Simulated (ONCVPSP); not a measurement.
# Before and after: ONCV potential for germanium (Ge)

```json
{
  "Element": "Ge (Z = 32)",
  "Generator": "ONCVPSP 4.0.1",
  "Type": "optimised norm-conserving Vanderbilt (ONCV)",
  "Functional": "PBE",
  "Relativity": "non-relativistic",
  "Frozen core": "[Ar] 3d10",
  "Valence charge": "4",
  "Reference configuration": "4s2 4p2",
  "Partial waves": "4s: rc 1.95 bohr, ncon 3, nbas 8, qcut 4 1/bohr, 2 projectors, debl 2.9 Ha; 4p: rc 2.45 bohr, ncon 5, nbas 9, qcut 3.4 1/bohr, 2 projectors, debl 2.3 Ha; d scattering state at 0.21 Ha: rc 2.35 bohr, ncon 5, nbas 8, qcut 4 1/bohr, 2 projectors, debl 2.2 Ha",
  "Local potential": "polynomial inside 1.30 bohr (lpopt 5, dvloc0 2 Ha)",
  "Core correction": "Teter function fitted to the true core (icmod 2), fcfact 0.25"
}
```

All-electron outer shells of the reference configuration (PBE, non-relativistic, ld1.x):

```tsv
shell	level (eV)	outermost node (bohr)	outermost maximum (bohr)
3p	-114.37	0.23	0.55
3d	-30.15	–	0.50
4s	-11.40	0.78	1.77
4p	-3.93	0.83	2.22
```

Change: all radii but the core radius scaled by about 0.92 (s 1.78, p 2.24, d 2.16 bohr); local potential polynomial inside 1.20 bohr (lpopt 5, dvloc0 2 Ha).

Cutoffs: the cutoffs (Ha) at which the residual kinetic energy of the hardest occupied pseudo-wave falls to 1 and 0.1 mHa per electron; they do not see the model core or the augmentation charge, which bear on the density cutoff. Errors are all-electron minus pseudo energies relative to the spin-unpolarised reference configuration.

What does the change do?

The potential gets harder (6.8 Ha and 15 Ha → 7.3 Ha and 28 Ha); a bound ghost appears in d, which as a rule spoils a file; of the 4 tests that both files solve, the error grows in 0 and shrinks in 2 by more than 15 % and 0.3 meV (median size 28.2 → 23.2 meV). A smaller radius makes the pseudo-wave follow the all-electron one further in, where it bends more sharply, so more plane waves are needed.

| quantity | base | changed |
| --- | --- | --- |
| cutoff, loose | 6.8 Ha | 7.3 Ha |
| cutoff, tight | 15 Ha | 28 Ha |
| loose cutoff by channel | s 6.8 Ha, p 2.9 Ha | s 7.3 Ha, p 4.7 Ha |
| bound ghosts | none | d |
| GHOST(+) flags under 300 eV | s at 119.0 eV | s at 100.4 eV |
| error for 4s2 4p1, meV [ΔE 7.48 eV] | -1.4 | -1.0 |
| error for 4s2 4p0, meV [ΔE 22.93 eV] | -27 | -23 |
| error for 4s1 4p0, meV [ΔE 57.17 eV] | -196 | -175 |
| error for 4s0 4p4, meV [ΔE 15.40 eV] | -30 | -23 |
| rms error of d²Exc/dni dnj with the model core, mHa | 0.36 | 0.48 |

Base: The cutoffs count occupied waves only; projector 2 of the d channel, the hardest unoccupied one, needs 52 Ha at the loose tolerance. Changed file: The cutoffs count occupied waves only; projector 2 of the d channel, the hardest unoccupied one, needs 63 Ha at the loose tolerance. A true bound ghost makes a file unfit for plane-wave use even where its test errors are small: the radial tests pick states by their node count and pass the ghost by.
